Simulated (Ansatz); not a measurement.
Compare A (`CBOCO`) with its isomer B (`CCB(O)O`).

Isolated molecules relaxed with PBE0-D4/def2-TZVP in Ansatz; ΔE leaves out vibrations. CBS: MP2 limit from def2 TZ/QZ plus the TZ coupled-cluster correction, frozen cores. DFT in def2-TZVPP. B3LYP here is the variant with VWN-RPA as its local correlation; programs differ in this. One conformer a species, not always the lowest.

**Question.** Which isomer does CCSD(T)/CBS put lower? Give the gap. (Estimate.)

**Answer.** Computed: B, by 54.7 kcal/mol.

**Question.** Give E(B) − E(A) in kcal/mol with LDA (SPW92), PBE0-D4, MP2/def2-TZVPP, B3LYP, r2SCAN-D4, HF/def2-TZVPP, BLYP-D4. (Estimate.)

**Answer.** Computed: LDA (SPW92) -53.6, PBE0-D4 -53.5, MP2/def2-TZVPP -56.1, B3LYP -51.6, r2SCAN-D4 -53.9, HF/def2-TZVPP -51.6, BLYP-D4 -51.0. None reverses the order clearly.

**Question.** Does the order hold for the free energy at 298.15 K (harmonic terms from PBE0-D4)? (Estimate.)

**Answer.** Ansatz gave: Yes: G(B) − G(A) = -52.9 kcal/mol, for one conformer each. Modes under 60 cm⁻¹, often nearly free rotors, make the harmonic entropy too high.

Largest T1 diagnostic: 0.012.

In def2-TZVPP, CCSD(T) changes the Hartree–Fock value by −2.3 kcal/mol (the triples alone add +0.1 kcal/mol) and MP2 by −4.4 kcal/mol. From PBE to PBE0 (25 % exact exchange), in def2-TZVPP and without D4, E(B) − E(A) moves by −1.5 kcal/mol.
